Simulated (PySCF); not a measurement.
Delta-SCF ions had no search for a lower state. Excitations are Tamm–Dancoff values on a coarser integration grid. The basis has no diffuse functions, so Rydberg states are missing or too high.

Cartesian coordinates (Å):
```xyz
6

B      1.2265    -0.2442    -0.1102
C      0.0188     0.4122    -0.2928
C     -1.2525    -0.1884    -0.1535
N     -2.2906    -0.6809    -0.0391
H      2.2611    -0.7659     0.0358
H      0.0366     1.4671    -0.5635
```
Charge 0, multiplicity 1.

Problem. Give the S1 excitation (TDA), vertical ionisation energy (Delta-SCF) and HOMO–LUMO gap at the level PySCF with PBE-D3(BJ)/def2-TZVP // B3LYP-D3(BJ)/def2-TZVP.

Solution. 
S1 excitation (TDA): 2.82 eV
vertical ionisation energy (Delta-SCF): 9.78 eV
HOMO–LUMO gap: 2.80 eV
